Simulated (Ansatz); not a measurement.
Input for Ansatz (a quantum-chemistry and plane-wave program): U-B3LYP/def2-TZVPP on FIZn (SMILES [F][Zn][I]), a point of a bond scan (R = 4.822 Å). Elements past Kr take the def2 small-core potentials; no spin–orbit coupling.

Ansatz 0.2 input:
```yaml
crystal:
  periodic: [false, false, false]
  atoms:
    - {symbol: Zn, position_ang: [-0.00000000, -0.00000000, -1.21691755]}
    - {symbol: F, position_ang: [-0.00000000, -0.00000000, -2.97433346]}
    - {symbol: I, position_ang: [0.00000000, 0.00000000, 3.60471105]}
basis:
  gaussian:
    orbitals: def2-TZVPP
hamiltonian:
  xc: {name: B3LYP}
magnetization: {spin_polarized: true, initial_magnetization: 0}
```

The head of its log:

```
WARN ansatz: RAYON_NUM_THREADS=1 ignored (pool sized by the plan → 1); use --threads N
Functional definition: B3LYP
integrals: 0.06 GiB planned
1131 factors; their error is unknown
mean field: 0.83 GiB planned
mean field evaluation 1: about -59233.4756 eV, gradient 4.1e1 eV
mean field evaluation 2: about -59047.9293 eV, gradient 1.2e2 eV
```

Task: Predict the final total energy.

Result: -2177.1103 hartree. Its determinant has ⟨S²⟩ = 0.84, a mixture of spin states.
